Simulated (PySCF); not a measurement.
Geometry:
```
atom   x (Å)   y (Å)   z (Å)
 Al1  -0.738   1.166  -0.058
 Cl2  -2.787   0.986   0.205
 Cl3   0.284   2.940  -0.380
  F4  -0.118  -0.143  -1.168
 Al5   0.774  -1.186   0.036
 Cl6   2.826  -1.023  -0.226
 Cl7  -0.260  -2.952   0.362
  F8   0.158   0.127   1.145
```

Geometry: PBE0-D3(BJ)/def2-SVP; GIAO shifts from PySCF, gas phase, non-relativistic, averaged over equivalent atoms.

At B3LYP/pcSseg-1 (pcSseg-2 on Al) (216 basis functions, 31 s wall time on 1 thread of an Arm Neoverse V1, shared host):
```tsv
atoms	δ (ppm)
Al1/Al5	108.2
Cl2/Cl3/Cl6/Cl7	-44.6
F4/F8	-140.7
```

Referencing at the same level of theory: $^{27}$Al (571.15 ppm) against [Al(H2O)6]3+; $^{35}$Cl (930.46 ppm) against HCl; $^{19}$F (171.94 ppm) against CFCl3.

Task: Estimate the result of repeating the calculation with PBE0/pcSseg-1 (pcSseg-2 on Al).

Result: 
```tsv
atoms	δ at PBE0/pcSseg-1 (pcSseg-2 on Al)	change
Al1/Al5	105.5	-2.7
Cl2/Cl3/Cl6/Cl7	-39.2	+5.4
F4/F8	-136.8	+3.9
```

δ = σ(ref) − σ, references computed at the same level: $^{27}$Al (σ = 576.18 ppm) vs [Al(H2O)6]3+; $^{35}$Cl (σ = 943.27 ppm) vs HCl; $^{19}$F (σ = 177.25 ppm) vs CFCl3.

The largest change is at Cl2/Cl3/Cl6/Cl7 (chlorine bonded to Al). Cost: 216 basis functions, 42 s wall time on 1 thread of an Arm Neoverse V1, shared host.

Unscaled 19F shifts against computed CFCl3 carry errors that often reach 10 to 50 ppm.
